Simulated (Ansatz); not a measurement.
Gas-phase reaction in SMILES: C=CB(O)O [ethenylboronic acid] + 2 B (BH3) + C (CH4) -> BC (CH5B) + 2 BO (H3BO) + C=C (C2H4)
Each molecule is optimised on its own at B3LYP-D3(BJ)/def2-TZVP (Ansatz, a quantum-chemistry and plane-wave program), one conformer each, not searched for the lowest.

Quantity: bond separation energy (electronic energy difference), in kJ/mol. Valence correlation only, unless marked. Spin-orbit coupling is left out. No relativistic terms. CBS(X,Y): correlation extrapolated as X^-3; Hartree-Fock from the larger set.

```json
[
 {"level": "HF/6-31G*", "program": "Ansatz", "bond separation energy (kJ/mol)": "16.8"},
 {"level": "SVWN5/def2-TZVPD", "program": "Ansatz", "bond separation energy (kJ/mol)": "-16.6"},
 {"level": "revPBE-D3(BJ)/def2-TZVPD", "program": "Ansatz + dftd3", "bond separation energy (kJ/mol)": "-10.8"},
 {"level": "revPBE/def2-TZVPD", "program": "Ansatz", "bond separation energy (kJ/mol)": "-17.2"}
]
```

Question: Estimate the value at CCSD(T)/CBS(cc-pVTZ,cc-pVQZ) as computed with Ansatz.

Answer: -0.3 kJ/mol
